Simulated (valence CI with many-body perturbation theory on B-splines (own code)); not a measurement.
**Level structure of S10+**

Calculated by valence CI with perturbative core correlation (CI+MBPT): four valence electrons over a frozen Dirac-Fock core [He], a basis of 9 s, 9 p, 8 d, 6 f, 3 g, 1 h functions for each j, with the one-electron correlation potential Σ1 (screened to all orders), the two-electron term Σ2, the three-electron term Σ3, Breit, model QED; selected single and double excitations, second order for the rest, scaled by the run's own slope (own B-spline code, finite nucleus).

No measured levels were compared; by estimate levels of excited configurations hold to 0.05 to 0.15 % of their energy, terms of the ground configuration to about 0.5 %. Among the levels kept, up to 320 cm⁻¹ of a level comes from second order outside the variational space, and about a tenth of that is noise between levels of different J, which matters for small intervals.

Levels 1 to 41 of 41, with energies above the lowest level, 2s2 2p2 3P_0. "Leading %" is the weight of the configuration and term that name the level; weights of strongly mixed levels are sums over their largest components and can fall short, so below about 35 % the name and the second component can differ from the true leading terms, or belong to a minority configuration.

```csv
No.,Configuration,Term,J,E (eV),Leading %,Second component,g
1,2s2 2p2,3P,0,0.00,98,,
2,2s2 2p2,3P,1,0.64,98,,1.500
3,2s2 2p2,3P,2,1.53,97,,1.494
4,2s2 2p2,1D,2,8.35,97,,1.005
5,2s2 2p2,1S,0,16.52,94,5 % 2p4 1S,
6,2s 2p3,5S°,2,23.06,100,,2.000
7,2s 2p3,3D°,2,44.03,98,,1.170
8,2s 2p3,3D°,3,44.07,100,,1.333
9,2s 2p3,3D°,1,44.07,99,,0.506
10,2s 2p3,3P°,0,51.72,100,,
11,2s 2p3,3P°,1,51.72,99,,1.493
12,2s 2p3,3P°,2,51.78,98,,1.495
13,2s 2p3,1D°,2,65.79,99,,1.000
14,2s 2p3,3S°,1,66.40,98,,1.986
15,2s 2p3,1P°,1,73.52,98,,1.012
16,2p4,3P,2,100.67,97,,1.495
17,2p4,3P,1,101.76,98,,1.500
18,2p4,3P,0,102.15,98,,
19,2p4,1D,2,107.72,97,,1.004
20,2p4,1S,0,122.42,94,5 % 2s2 2p2 1S,
21,2s2 2p 3s,3P°,0,287.33,95,,
22,2s2 2p 3s,3P°,1,287.66,89,6 % 2s2 2p 3s 1P°,1.467
23,2s2 2p 3s,3P°,2,288.94,95,,1.500
24,2s2 2p 3s,1P°,1,290.73,89,6 % 2s2 2p 3s 3P°,1.032
25,2s2 2p 3p,1P,1,298.59,65,28 % 2s2 2p 3p 3D,0.869
26,2s2 2p 3p,3D,1,299.83,66,25 % 2s2 2p 3p 1P,0.689
27,2s2 2p 3p,3D,2,300.08,93,,1.169
28,2s2 2p 3p,3D,3,301.15,95,,1.333
29,2s2 2p 3p,3S,1,302.00,74,15 % 2s2 2p 3p 3P,1.853
30,2s2 2p 3p,3P,0,302.36,88,7 % 2s 2p2 3s 3P,
31,2s2 2p 3p,3P,1,303.04,72,18 % 2s2 2p 3p 3S,1.587
32,2s2 2p 3p,3P,2,303.44,86,7 % 2s 2p2 3s 3P,1.488
33,2s2 2p 3p,1D,2,306.93,94,,1.008
34,2s2 2p 3p,1S,0,311.17,95,,
35,2s 2p2 3s,5P,1,311.73,99,,2.500
36,2s 2p2 3s,5P,2,312.30,99,,1.833
37,2s2 2p 3d,3F°,2,312.82,70,25 % 2s2 2p 3d 1D°,0.757
38,2s 2p2 3s,5P,3,313.04,99,,1.666
39,2s2 2p 3d,3F°,3,313.60,93,,1.089
40,2s2 2p 3d,1D°,2,313.92,66,23 % 2s2 2p 3d 3F°,0.940
41,2s2 2p 3d,3F°,4,314.49,96,,1.250
```

Names give the largest LS component (configuration and term), which can be under half, so a name can repeat, a term be missing and a line seem to break the LS rules; names also repeat where a configuration has a term twice.

The ionisation energy to 2s2 2p 2P°_1/2 of the next ion comes out as 504.78 eV (NIST: 504.55 ± 0.12 eV (semi-empirical)). All 41 levels together are meant to be complete up to 315.17 eV.
